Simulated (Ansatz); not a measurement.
Ansatz (a quantum-chemistry and plane-wave program) input (B3LYP-D3(BJ)/def2-TZVP):

Ansatz 0.2 input:
```yaml
crystal:
  periodic: [false, false, false]
  atoms:
    - {symbol: Si, position_ang: [0.00000000, 0.00000000, 0.00000000]}
    - {symbol: O, position_ang: [1.00304980, -0.02031090, -1.29297916]}
    - {symbol: O, position_ang: [-1.46747786, 0.14797728, -0.70917451]}
    - {symbol: O, position_ang: [0.13227210, -1.33066274, 0.94348137]}
    - {symbol: O, position_ang: [0.33215596, 1.20299636, 1.05867231]}
    - {symbol: H, position_ang: [1.92632190, -0.27888037, -1.11954174]}
    - {symbol: H, position_ang: [-2.21353671, 0.35783269, -0.11864399]}
    - {symbol: H, position_ang: [-0.19733497, -2.16482623, 0.56265662]}
    - {symbol: H, position_ang: [0.48454978, 2.08587391, 0.67552911]}
basis:
  gaussian:
    orbitals: def2-TZVP
hamiltonian:
  xc: b3lyp
  dispersion: d3bj
relax: {f_tol: 0.002, max_steps: 150}
```

Output:

```
Functional definition: B3LYP
integrals: 0.10 GiB planned
1041 factors; their error is unknown
mean field: 0.87 GiB planned
mean field evaluation 1: about -16124.8072 eV, gradient 1.0e2 eV
mean field evaluation 2: about -16099.4298 eV, gradient 1.6e2 eV
mean field evaluation 4: about -16141.2894 eV, gradient 5.7e-1 eV
mean field evaluation 8: about -16141.3263 eV, gradient 3.2e-1 eV
mean field evaluation 16: about -16141.3264 eV, gradient 4.1e-5 eV
mean field -16141.32642679 eV, -593.1828052005 hartree, gradient 4.1e-5 eV, S^2 0.000000; 0 other end points of the search recorded, 0 dependent functions left out
the calculation of the forces begins
reference -16141.32665534 eV, -593.1828135998 hartree; 25, 25 occupied and 160, 160 virtual orbitals, 1041 factors
relax step   1: F+E_penalty+E_count = -16141.60170790 eV  Δ(F+E_penalty+E_count) = +0.000e0 eV  max|allowed force component| = 6.979e-1 eV/Å  Δτ_max = 0.0000 Å  (30 SCF iters, accepted)
these checks for a lower state are left out or cut short: starts, cluster_reference, orbital_swaps, neighbouring_geometries, increment
integrals: 0.10 GiB planned
1041 factors; their error is unknown
mean field: 0.86 GiB planned
mean field -16141.34508964 eV, -593.1834910476 hartree, gradient 1.4e-5 eV, S^2 0.000000; 0 other end points of the search recorded, 0 dependent functions left out
the calculation of the forces begins
reference -16141.34531654 eV, -593.1834993862 hartree; 25, 25 occupied and 160, 160 virtual orbitals, 1041 factors
relax step   2: F+E_penalty+E_count = -16141.62067688 eV  Δ(F+E_penalty+E_count) = -1.897e-2 eV  max|allowed force component| = 1.880e-1 eV/Å  Δτ_max = 0.0091 Å  (32 SCF iters, accepted)
these checks for a lower state are left out or cut short: starts, cluster_reference, orbital_swaps, neighbouring_geometries, increment
integrals: 0.10 GiB planned
1041 factors; their error is unknown
mean field: 0.86 GiB planned
mean field evaluation 32: about -16141.3465 eV, gradient 1.4e-5 eV
mean field -16141.34646676 eV, -593.1835416558 hartree, gradient 1.4e-5 eV, S^2 0.000000; 0 other end points of the search recorded, 0 dependent functions left out
the calculation of the forces begins
reference -16141.34669309 eV, -593.1835499735 hartree; 25, 25 occupied and 160, 160 virtual orbitals, 1041 factors
relax step   3: F+E_penalty+E_count = -16141.62210678 eV  Δ(F+E_penalty+E_count) = -1.430e-3 eV  max|allowed force component| = 3.014e-2 eV/Å  Δτ_max = 0.0019 Å  (33 SCF iters, accepted)
these checks for a lower state are left out or cut short: starts, cluster_reference, orbital_swaps, neighbouring_geometries, increment
integrals: 0.10 GiB planned
1041 factors; their error is unknown
mean field: 0.87 GiB planned
mean field -16141.34661651 eV, -593.1835471591 hartree, gradient 1.4e-5 eV, S^2 0.000000; 0 other end points of the search recorded, 0 dependent functions left out
the calculation of the forces begins
reference -16141.34684283 eV, -593.1835554762 hartree; 25, 25 occupied and 160, 160 virtual orbitals, 1041 factors
relax step   4: F+E_penalty+E_count = -16141.62221836 eV  Δ(F+E_penalty+E_count) = -1.116e-4 eV  max|allowed force component| = 2.278e-2 eV/Å  Δτ_max = 0.0009 Å  (34 SCF iters, accepted)
these checks for a lower state are left out or cut short: starts, cluster_reference, orbital_swaps, neighbouring_geometries, increment
integrals: 0.10 GiB planned
1041 factors; their error is unknown
mean field: 0.86 GiB planned
mean field -16141.34685172 eV, -593.1835558029 hartree, gradient 1.4e-5 eV, S^2 0.000000; 0 other end points of the search recorded, 0 dependent functions left out
the calculation of the forces begins
reference -16141.34707805 eV, -593.1835641202 hartree; 25, 25 occupied and 160, 160 virtual orbitals, 1041 factors
relax step   5: F+E_penalty+E_count = -16141.62234807 eV  Δ(F+E_penalty+E_count) = -1.297e-4 eV  max|allowed force component| = 5.130e-3 eV/Å  Δτ_max = 0.0027 Å  (33 SCF iters, accepted)
these checks for a lower state are left out or cut short: starts, cluster_reference, orbital_swaps, neighbouring_geometries, increment
integrals: 0.10 GiB planned
1041 factors; their error is unknown
mean field: 0.86 GiB planned
mean field -16141.34687889 eV, -593.1835568013 hartree, gradient 1.4e-5 eV, S^2 0.000000; 0 other end points of the search recorded, 0 dependent functions left out
the calculation of the forces begins
reference -16141.34710523 eV, -593.1835651190 hartree; 25, 25 occupied and 160, 160 virtual orbitals, 1041 factors
relax step   6: F+E_penalty+E_count = -16141.62235688 eV  Δ(F+E_penalty+E_count) = -8.810e-6 eV  max|allowed force component| = 1.202e-3 eV/Å  Δτ_max = 0.0012 Å  (34 SCF iters, accepted)
integrals: 0.10 GiB planned
1041 factors; their error is unknown
mean field: 0.86 GiB planned
mean field evaluation 64: about -16141.3111 eV, gradient 6.3e-1 eV
mean field -16141.34687889 eV, -593.1835568013 hartree, gradient 1.4e-5 eV, S^2 0.000000; 1 other end points of the search recorded, 0 dependent functions left out
the calculation of the forces begins
reference -16141.34710523 eV, -593.1835651190 hartree; 25, 25 occupied and 160, 160 virtual orbitals, 1041 factors
Total energy: -16141.62258322 eV, -593.1936887484 hartree
Atom 0 at    -0.000015    -0.000014    -0.000011 Å, force     0.000010     0.000001     0.000010 eV/Å
Atom 1 at     1.007024    -0.022121    -1.289781 Å, force    -0.001202     0.000919    -0.000000 eV/Å
Atom 2 at    -1.469610     0.149249    -0.704361 Å, force     0.001047    -0.000892    -0.000642 eV/Å
Atom 3 at     0.129830    -1.333562     0.939613 Å, force     0.000931     0.001153     0.000180 eV/Å
Atom 4 at     0.332742     1.206387     1.054495 Å, force    -0.000789    -0.001198     0.000440 eV/Å
Atom 5 at     1.917755    -0.276732    -1.124050 Å, force     0.000098    -0.000506    -0.000484 eV/Å
Atom 6 at    -2.207874     0.356581    -0.126690 Å, force    -0.000286     0.000570    -0.000326 eV/Å
Atom 7 at    -0.193749    -2.157956     0.568944 Å, force    -0.000386    -0.000229     0.000512 eV/Å
Atom 8 at     0.483897     2.078169     0.681840 Å, force     0.000576     0.000182     0.000310 eV/Å
Dipole moment:    -0.000011     0.000033     0.000023 e Å
```
